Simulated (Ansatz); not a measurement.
Isolated molecules relaxed with PBE0-D4/def2-TZVP in Ansatz; ΔE leaves out vibrations. CBS: MP2 limit from def2 TZ/QZ plus the TZ coupled-cluster correction, frozen cores. This one scheme is used for every species. Functionals use def2-TZVPP. B3LYP here is the variant with VWN-RPA as its local correlation; programs differ in this. Each species was taken in one conformer, which may not be the lowest.

Consider the ligand exchange at the Al–O bond: `[OH][Al]([F])[SH]` + H₂S → `[F][Al]([SH])[SH]` + H₂O.

| level | ΔE (kJ/mol) |
| --- | --- |
| B3LYP-D4 | 25.5 |
| ωB97X-V | 24.0 |
| HF/def2-TZVPP | 32.1 |
| CCSD(T)/def2-TZVPP | 24.6 |

What does CCSD(T)/CBS give? (Estimate.)

Computed: +20.3 kJ/mol. The listed levels differ from it by 5.2, 3.7, 11.8, 4.3 kJ/mol.

Largest T1 diagnostic among the species: 0.012.

The D4 term adds −3.6 kJ/mol with B3LYP and −2.0 kJ/mol with PBE0; it sums over pairs of atoms, weighted by their polarisabilities, and B3LYP, whose exchange is more repulsive, gets the larger term. Leaving LDA and LC-ωPBE aside and taking each functional with its dispersion term where it has one, the values, not all of them listed here, spread over 16.6 kJ/mol, from revPBE-D4 to CAM-B3LYP-D4. At CCSD(T), def2-SVP lies +7.1 kJ/mol from the extrapolated value and def2-TZVPP +4.2 kJ/mol.
